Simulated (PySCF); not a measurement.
B(AsH2)2(H) (As2BH5), SMILES B([AsH2])[AsH2]. Atoms are numbered in the order given.

```xyz
8

B      0.0000     0.0000     0.8710
As     1.7691    -0.0632    -0.0777
H      2.4574     1.0761     0.6647
H      1.4023     0.7461    -1.3156
As    -1.7691     0.0632    -0.0777
H     -2.4574    -1.0761     0.6647
H     -1.4023    -0.7461    -1.3156
H      0.0000     0.0000     2.0753
```

Geometry optimised at B3LYP-D3(BJ)/def2-SVP. The structure was generated by enumeration, and PubChem lists no compound with its InChIKey, so it may never have been made.

Method: B3LYP-D3(BJ)/def2-SVP (PySCF).

Frequencies are harmonic and unscaled.

Computed vibrational spectrum:
```
mode  ν (cm⁻¹)  IR (km/mol)  moving atoms (share of kinetic energy)
----  --------  -----------  --------------------------------------
1          121          0.2                  As 81 %, B 11 %, H 8 %
2          188          6.2                          H 74 %, B 23 %
3          214          0.8                                  H 99 %
4          404          5.7                 B 44 %, H 33 %, As 23 %
5          501         17.4                                  H 87 %
6          528          0.3                                  H 94 %
7          610          4.2                                  H 97 %
8          694          8.6                          H 47 %, B 47 %
9          768          8.2                          H 72 %, B 26 %
10         772         17.6                          H 62 %, B 36 %
11         978        144.3                          H 85 %, B 14 %
12         993          6.8                                  H 99 %
13        1017         11.2                          H 81 %, B 17 %
14        2192          5.4                                  H 99 %
15        2194        134.9                                  H 99 %
16        2209         40.2                                  H 99 %
17        2214        118.2                                  H 99 %
18        2627         76.2                           H 91 %, B 9 %
```
